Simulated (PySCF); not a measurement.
**A grid of diatomics: group 1 with group 1**

PBE0 in PySCF with x2c-TZVPall on every atom, spin-free X2C, for the lowest determinant that a PBE0 search found; no spin–orbit coupling. The table gives the well depth De in eV; every molecule is a singlet. De refers to ground-configuration atoms.

|  | Li | Na | K | Rb | Cs |
| --- | --- | --- | --- | --- | --- |
| Li | – | – | 0.64 | 0.62 | 0.62 |
| Na | – | – | 0.61 | 0.59 | 0.59 |
| K | 0.64 | 0.61 | ? | 0.49 | 0.47 |
| Rb | 0.62 | 0.59 | 0.49 | 0.47 | 0.45 |
| Cs | 0.62 | 0.59 | 0.47 | 0.45 | 0.42 |

Estimate the missing entry, K2, from three neighbours as KRb + KRb − Rb2, and compare with the calculation.

0.49 + 0.49 − 0.47 = 0.51 eV. PBE0/x2c-TZVPall gives 0.51 eV, so the estimate is off by +0.0 %.

Closed-shell solutions of metal pairs were not tested for spin polarisation, which can lower them a little. Weak bonds: Cs2, CsK, CsRb, KRb, Rb2. Basis-set superposition, not corrected here, can be much of De in a small basis, most of all at correlated wavefunction levels. Functionals without a dispersion term scatter widely for such bonds, and LDA overbinds them. Spin–orbit coupling is left out.
